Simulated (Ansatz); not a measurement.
Input for Ansatz (an electronic-structure program): R-CCSD(T)/cc-pV(T+d)Z on H5NSi2 (SMILES N[Si][SiH3]), a point of a torsion scan. Files ending in .json are basis or fitting sets from the Basis Set Exchange.

Ansatz 0.2 input:
```yaml
crystal:
  periodic: [false, false, false]
  atoms:
    - {symbol: N, position_ang: [1.68437273, 0.12039636, -0.03762321]}
    - {symbol: Si, position_ang: [0.62695176, -1.04872897, 0.71978300]}
    - {symbol: Si, position_ang: [1.31046493, -1.63608014, 2.82968936]}
    - {symbol: H, position_ang: [1.47496027, 1.09743897, 0.09908501]}
    - {symbol: H, position_ang: [2.68749689, 0.00390685, 0.05384746]}
    - {symbol: H, position_ang: [1.13996466, -3.09862680, 2.92724394]}
    - {symbol: H, position_ang: [2.53306188, -1.38535563, 3.62052670]}
    - {symbol: H, position_ang: [0.23968094, -1.06489270, 3.67567552]}
basis:
  gaussian:
    orbitals: cc-pV_T+d_Z.json
magnetization: {spin_polarized: false}
correlation: {method: ccsd_t, electrons: outside_noble_gas}
scf: {lower_state_search: off}
```

The head of its log:

```
WARN ansatz: RAYON_NUM_THREADS=1 ignored (pool sized by the plan → 1); use --threads N
Functional definition: HF
these checks for a lower state are left out or cut short: stability, starts, cluster_reference, orbital_swaps, neighbouring_geometries, increment
integrals: 0.57 GiB planned
1038 factors; integrals over basis functions are off by at most 1.2e-3 eV
mean field: 0.47 GiB planned
mean field evaluation 1: about -17282.0260 eV, gradient 3.4e1 eV
mean field evaluation 2: about -17282.1668 eV, gradient 3.4e1 eV
mean field evaluation 4: about -17285.1006 eV, gradient 3.4e0 eV
mean field evaluation 8: about -17285.1819 eV, gradient 2.3e-1 eV
mean field -17285.18287599 eV, -635.2187543749 hartree, gradient 5.0e-6 eV, S^2 0.000000; 0 other end points of the search recorded, 0 dependent functions left out
11 core orbitals not correlated
reference -17285.18287599 eV, -635.2187543749 hartree; 9, 9 occupied and 158, 158 virtual orbitals, 1038 factors
```

### Question
Predict the final total energy.

### Answer
-635.7316 hartree (reference determinant -635.2188, T1 diagnostic 0.017).
